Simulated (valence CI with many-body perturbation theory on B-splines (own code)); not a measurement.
**E1 line list for Ar12+**

Calculated by configuration interaction combined with many-body perturbation theory (CI+MBPT): four valence electrons over a frozen Dirac-Fock core [He], radial functions for each j: 11 s, 11 p, 9 d, 7 f, 5 g, 2 h, 1 i, with the one-electron correlation potential Σ1 (screened to all orders), the two-electron term Σ2, the three-electron term Σ3, Breit, model QED; selected single and double excitations, second order for the rest, scaled by the run's own slope (own B-spline code, finite nucleus).

No measured levels were compared; by estimate levels of excited configurations hold to 0.05 to 0.15 % of their energy, terms of the ground configuration to about 0.5 %. Among the levels kept, up to 280 cm⁻¹ of a level comes from second order outside the variational space, and about a tenth of that is noise between levels of different J, which matters for small intervals.

Lines 51 to 100 of 240 in falling wavelength, among levels below 453.45 eV, chosen from the strongest by gf and those to the six lowest levels. Wavelengths and rates use the calculated energies, so an error of 300 cm⁻¹ moves a line at 732.9 Å by 0.22 % and its rate by three times that or more. Electric multipoles are in the length gauge, E1 and E2 with the static RPA response of the core. Weak lines are less certain than strong ones. Lines between different terms over intervals too small for the method are left out, as are lines whose strength nearly cancels. The highest levels of a list are the least certain.

Names give the largest LS component (configuration and term), which can be under half, so a name can repeat, a term be missing and a line seem to break the LS rules; names also repeat where a configuration has a term twice.

| λ vac (Å) | Upper | Lower | A (s⁻¹) | log gf | Branch % |
| --- | --- | --- | --- | --- | --- |
| 732.9 | 2s2 2p 3d 1F°_3 | 2s2 2p 3p 1D_2 | 1.04e+09 | -0.23 | 0.0 |
| 724.7 | 2s 2p2 3p 5P°_3 | 2s 2p2 3s 5P_2 | 2.05e+08 | -0.95 | 0.7 |
| 722.9 | 2s2 2p 3p 3P_2 | 2s2 2p 3s 3P°_2 | 1.01e+09 | -0.40 | 1.7 |
| 721.0 | 2s2 2p 3d 3P°_2 | 2s2 2p 3p 3P_1 | 2.71e+08 | -0.98 | 0.0 |
| 720.1 | 2s 2p2 3d 5P_2 | 2s 2p2 3p 5P°_3 | 3.04e+08 | -0.93 | 0.0 |
| 719.0 | 2s 2p2 3p 5P°_2 | 2s 2p2 3s 5P_1 | 4.44e+08 | -0.76 | 3.5 |
| 711.4 | 2s2 2p 3d 3P°_1 | 2s2 2p 3p 3P_1 | 6.80e+08 | -0.81 | 0.0 |
| 707.4 | 2s2 2p 3p 3P_0 | 2s2 2p 3s 3P°_1 | 1.24e+09 | -1.03 | 1.9 |
| 705.6 | 2s2 2p 3p 3S_1 | 2s2 2p 3s 3P°_1 | 5.18e+08 | -0.94 | 1.4 |
| 704.9 | 2s2 2p 3d 3P°_0 | 2s2 2p 3p 3P_1 | 9.55e+08 | -1.15 | 0.0 |
| 676.7 | 2s 2p2 3d 5P_1 | 2s 2p2 3p 5P°_2 | 4.34e+08 | -1.05 | 0.0 |
| 674.9 | 2s2 2p 3d 3D°_3 | 2s2 2p 3p 3D_3 | 3.54e+08 | -0.77 | 0.0 |
| 669.0 | 2s2 2p 3d 3P°_2 | 2s2 2p 3p 3S_1 | 2.50e+08 | -1.08 | 0.0 |
| 644.3 | 2s2 2p 3d 3D°_2 | 2s2 2p 3p 3D_2 | 2.53e+08 | -1.10 | 0.0 |
| 644.3 | 2s2 2p 3p 1D_2 | 2s2 2p 3s 1P°_1 | 1.81e+09 | -0.25 | 9.4 |
| 637.6 | 2s2 2p 3p 3P_2 | 2s2 2p 3s 3P°_1 | 2.45e+08 | -1.13 | 0.4 |
| 613.1 | 2s 2p2 3p 5S°_2 | 2s 2p2 3s 5P_3 | 1.35e+09 | -0.42 | 9.4 |
| 598.2 | 2s 2p2 3d 3P_2 | 2s 2p2 3p 3S°_1 | 8.49e+08 | -0.64 | 0.1 |
| 576.6 | 2s 2p2 3p 5S°_2 | 2s 2p2 3s 5P_2 | 7.80e+08 | -0.71 | 5.4 |
| 550.9 | 2s 2p2 3p 5S°_2 | 2s 2p2 3s 5P_1 | 4.16e+08 | -1.02 | 2.9 |
| 510.6 | 2s2 2p 3p 1S_0 | 2s2 2p 3s 1P°_1 | 3.95e+09 | -0.81 | 7.9 |
| 486.6 | 2s 2p3 5S°_2 | 2s2 2p2 3P_2 | 1.37e+06 | -3.61 | 65.0 |
| 459.7 | 2s 2p3 5S°_2 | 2s2 2p2 3P_1 | 7.29e+05 | -3.94 | 34.6 |
| 398.7 | 2s 2p2 3p 3D°_3 | 2s2 2p 3p 3P_2 | 8.89e+08 | -0.83 | 0.1 |
| 383.3 | 2s 2p3 3D°_1 | 2s2 2p2 1S_0 | 3.50e+06 | -3.64 | 0.1 |
| 373.8 | 2s 2p2 3p 3P°_2 | 2s2 2p 3p 3P_2 | 8.66e+08 | -1.04 | 0.1 |
| 306.3 | 2p4 3P_2 | 2s 2p3 3S°_1 | 3.60e+09 | -0.60 | 11.3 |
| 305.7 | 2p4 1D_2 | 2s 2p3 1P°_1 | 1.92e+09 | -0.87 | 10.4 |
| 299.8 | 2s 2p3 3P°_1 | 2s2 2p2 1S_0 | 1.48e+07 | -3.22 | 0.2 |
| 296.2 | 2s 2p3 3D°_2 | 2s2 2p2 1D_2 | 7.85e+06 | -3.29 | 0.2 |
| 295.7 | 2s 2p3 3D°_1 | 2s2 2p2 1D_2 | 8.46e+06 | -3.48 | 0.2 |
| 295.1 | 2s 2p3 3D°_3 | 2s2 2p2 1D_2 | 5.41e+07 | -2.31 | 1.5 |
| 292.2 | 2p4 3P_1 | 2s 2p3 3S°_1 | 4.50e+09 | -0.76 | 13.6 |
| 250.0 | 2p4 1D_2 | 2s 2p3 1D°_2 | 1.58e+10 | -0.13 | 85.8 |
| 249.6 | 2s 2p2 3s 3D_3 | 2s2 2p 3s 3P°_2 | 4.66e+09 | -0.52 | 0.8 |
| 249.5 | 2s 2p3 3D°_2 | 2s2 2p2 3P_2 | 3.32e+08 | -1.81 | 8.5 |
| 249.1 | 2s 2p3 3D°_1 | 2s2 2p2 3P_2 | 2.64e+07 | -3.13 | 0.6 |
| 248.7 | 2s 2p3 3D°_3 | 2s2 2p2 3P_2 | 3.47e+09 | -0.65 | 98.5 |
| 243.4 | 2s 2p3 3P°_1 | 2s2 2p2 1D_2 | 4.75e+07 | -2.90 | 0.5 |
| 242.7 | 2s 2p3 3P°_2 | 2s2 2p2 1D_2 | 1.14e+07 | -3.30 | 0.1 |
| 242.2 | 2s 2p3 3D°_2 | 2s2 2p2 3P_1 | 3.57e+09 | -0.80 | 91.3 |
| 241.9 | 2s 2p3 3D°_1 | 2s2 2p2 3P_1 | 1.19e+09 | -1.51 | 28.5 |
| 238.8 | 2s 2p2 3s 3D_2 | 2s2 2p 3s 3P°_1 | 3.80e+09 | -0.79 | 0.6 |
| 236.9 | 2s 2p2 3s 3D_1 | 2s2 2p 3s 3P°_0 | 3.20e+09 | -1.09 | 0.5 |
| 236.3 | 2s 2p3 3D°_1 | 2s2 2p2 3P_0 | 2.94e+09 | -1.13 | 70.6 |
| 218.2 | 2p4 3P_2 | 2s 2p3 3P°_2 | 3.12e+09 | -0.95 | 9.8 |
| 215.5 | 2p4 1S_0 | 2s 2p3 1P°_1 | 3.82e+10 | -0.58 | 97.6 |
| 214.3 | 2s 2p3 3S°_1 | 2s2 2p2 1S_0 | 4.59e+07 | -3.02 | 0.1 |
| 211.0 | 2p4 3P_1 | 2s 2p3 3P°_2 | 4.50e+09 | -1.05 | 13.6 |
| 210.9 | 2s 2p3 3P°_1 | 2s2 2p2 3P_2 | 3.01e+09 | -1.22 | 31.2 |

Task: How does gf follow from A for the line at 295.7 Å?

Result: gf = 1.4992 × (2J+1)_upper × A / σ², with σ = 338130 cm⁻¹ and 2J+1 = 3: gf = 0.000333.
